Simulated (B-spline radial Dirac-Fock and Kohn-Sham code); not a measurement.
Photoemission from Sc²⁺ at 2470 eV, detector at θ = 30°, φ = 0°

System: the Sc²⁺ ion in the configuration 1s2 2s2 2p6 3s2 3p6 3d1. Model: Dirac-Hartree-Slater photoionisation with a Latter tail; cross sections with all multipoles, angular parameters from the dipole term and its interference with E2. Program: a radial atomic solver. Thresholds are orbital energies of the model. For linearly polarised light dσ/dΩ = σ/(4π) [1 + β P₂(cos θ) + (δ + γ cos²θ) sin θ cos φ], with θ from the polarisation vector and φ the angle between the beam and the projection of the electron momentum on the plane normal to the polarisation. The dipole factor is 1 + βP₂ and the non-dipole term is the rest of the bracket. Open shells are filled statistically over j.

| subshell | threshold (eV) | σ (kb) | β | γ | δ | dipole factor | non-dipole term | dσ/dΩ (kb/sr) |
| --- | --- | --- | --- | --- | --- | --- | --- | --- |
| 2s | 510.3 | 14.0 | 2.00 | 0.33 | 0.000 | 2.250 | +0.124 | 2.65 |
| 2p1/2 | 429.7 | 6.36 | 1.19 | 0.74 | 0.063 | 1.742 | +0.308 | 1.04 |
| 2p3/2 | 424.8 | 12.3 | 1.19 | 0.74 | 0.063 | 1.745 | +0.310 | 2.00 |
| 3s | 76.86 | 1.91 | 2.00 | 0.42 | 0.000 | 2.250 | +0.157 | 0.366 |
| 3p1/2 | 55.56 | 0.693 | 1.13 | 0.74 | 0.062 | 1.706 | +0.308 | 0.111 |
| 3p3/2 | 55.00 | 1.34 | 1.13 | 0.74 | 0.062 | 1.708 | +0.310 | 0.214 |
| 3d3/2 | 23.01 | 0.00311 | 0.52 | 0.66 | 0.208 | 1.324 | +0.353 | 0.000415 |
| 3d5/2 | 22.96 | 0.00457 | 0.52 | 0.66 | 0.209 | 1.322 | +0.353 | 0.000609 |

Values without a named source are computed, but for edge energies of neutral atoms, which are taken from tables.
